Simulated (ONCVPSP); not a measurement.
## What one change does to a pseudopotential (Pt (Z = 78), ONCV)

ONCVPSP 4.0.1 input, shortened (lines: element, Z, core and valence counts, functional; n l f; lmax; l rc ep ncon nbas qcut; lloc lpopt rc5 dvloc0; l nproj debl; icmod fcfact rcfact), PBEsol, scalar-relativistic:

```
  Pt 78.00    9    4  -116133      upf
    1    0    2.00
    2    0    2.00
    2    1    6.00
    3    0    2.00
    3    1    6.00
    3    2   10.00
    4    0    2.00
    4    1    6.00
    4    2   10.00
    4    3   14.00
    5    0    2.00
    5    1    6.00
    5    2    8.00
    3
    0    1.70    0.00    4    7    9.00
    1    1.65    0.00    4    8    6.70
    2    2.40    0.00    4    9    8.00
    3    0.50    0.00    4    7   24.80
    3    5    0.50    0.00
    0    3    0.70
    1    2    2.90
    2    3    0.40
    3    0    0.40
    3    5.50    1.20
```

In the s channel the program set the typed energies aside and used -4.514, 0.050, 0.750 Ha. In the d channel the program set the typed energies aside and used -0.952, 0.250, 0.650 Ha.

Change: f: qcut 30.2.

Cutoffs: the cutoffs (Ha) at which the residual kinetic energy of the hardest occupied pseudo-wave falls to 1 and 0.1 mHa per electron; they do not see the model core or the augmentation charge, which bear on the density cutoff. Errors are all-electron minus pseudo energies relative to the spin-unpolarised reference configuration.

Predict the effect on cutoff, ghosts and configuration errors.

The potential gets softer (798 Ha and 1069 Ha → 435 Ha and 748 Ha); both files keep a bound ghost (d, p, s); of the 4 tests that both files solve, the error grows in 3 and shrinks in 0 by more than 15 % and 0.3 meV (median size 3.5 → 4.2 meV).

| quantity | base | changed |
| --- | --- | --- |
| cutoff, loose | 798 Ha | 435 Ha |
| cutoff, tight | 1069 Ha | 748 Ha |
| loose cutoff by channel | s 25 Ha, p 14 Ha, d 18 Ha, f 798 Ha | s 25 Ha, p 14 Ha, d 18 Ha, f 435 Ha |
| bound ghosts | s, p, d | s, p, d |
| GHOST(+) flags under 300 eV | p at 165.5 eV | p at 153.9 eV |
| error for 4f14 5s2 5p6 5d9 6s1, meV [ΔE -29.22 eV] | +4.5 | +5.6 |
| error for 4f14 5s2 5p6 5d9, meV [ΔE -20.00 eV] | +3.0 | +4.2 |
| error for 4f14 5s2 5p6 5d7, meV [ΔE 32.25 eV] | 0.0 | -1.7 |
| error for 4f14 5s2 5p6 5d8 6s1, meV [ΔE -18.02 eV] | +4.0 | +4.2 |
| s: phases at 1.72 bohr within 0.05 rad from the reference energy up to (Ha; the scan ends near 5) | to the end of the scan | to the end of the scan |
| p: phases at 1.67 bohr within 0.05 rad from the reference energy up to (Ha; the scan ends near 5) | to the end of the scan | 5.0 |
| d: phases at 2.44 bohr within 0.05 rad from the reference energy up to (Ha; the scan ends near 5) | to the end of the scan | to the end of the scan |
| f: phases at 0.51 bohr within 0.05 rad from the reference energy up to (Ha; the scan ends near 5) | to the end of the scan | to the end of the scan |
| rms error of d²Exc/dni dnj with the model core, mHa | 3.53 | 3.51 |

 A true bound ghost makes a file unfit for plane-wave use even where its test errors are small: the radial tests pick states by their node count and pass the ghost by.
